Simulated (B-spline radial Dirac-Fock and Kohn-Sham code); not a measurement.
X-ray form factors of terbium in several charge states

The computed values come from a radial atomic solver: Dirac-Fock orbitals of the configuration average with a finite nucleus.

Configurations: Tb [Xe] 4f9 6s2; Tb⁺ [Xe] 4f9 6s1; Tb²⁺ [Xe] 4f9; Tb⁴⁺ [Xe] 4f7; Tb⁶⁺ [Kr] 4d10 4f8 5s2 5p3. The first column is f₀ of Tb, the others are differences from it.

| s (Å⁻¹) | Tb | Δ Tb⁺ | Δ Tb²⁺ | Δ Tb⁴⁺ | Δ Tb⁶⁺ |
| --- | --- | --- | --- | --- | --- |
| 0 | 65.000 | -1.000 | -2.000 | -4.000 | -6.000 |
| 0.05 | 63.602 | -0.587 | -1.298 | -3.177 | -5.052 |
| 0.1 | 60.633 | -0.071 | -0.282 | -1.844 | -3.378 |
| 0.15 | 57.363 | +0.062 | +0.113 | -1.047 | -2.108 |
| 0.2 | 53.979 | +0.039 | +0.118 | -0.667 | -1.227 |
| 0.25 | 50.540 | +0.010 | +0.045 | -0.460 | -0.584 |
| 0.3 | 47.197 | -0.003 | -0.003 | -0.335 | -0.140 |
| 0.35 | 44.076 | -0.007 | -0.019 | -0.261 | +0.118 |
| 0.4 | 41.229 | -0.005 | -0.017 | -0.216 | +0.231 |
| 0.45 | 38.653 | -0.003 | -0.009 | -0.181 | +0.245 |
| 0.5 | 36.318 | 0.000 | -0.001 | -0.144 | +0.208 |
| 0.6 | 32.234 | +0.002 | +0.007 | -0.060 | +0.096 |
| 0.7 | 28.766 | +0.002 | +0.007 | +0.018 | +0.016 |
| 0.8 | 25.819 | +0.001 | +0.003 | +0.067 | -0.019 |
| 0.9 | 23.351 | 0.000 | -0.001 | +0.083 | -0.025 |
| 1 | 21.321 | -0.001 | -0.003 | +0.074 | -0.019 |
| 1.1 | 19.674 | -0.001 | -0.003 | +0.054 | -0.010 |
| 1.2 | 18.337 | -0.001 | -0.003 | +0.033 | -0.003 |
| 1.4 | 16.295 | 0.000 | -0.001 | +0.007 | +0.003 |
| 1.6 | 14.698 | 0.000 | 0.000 | +0.003 | +0.002 |
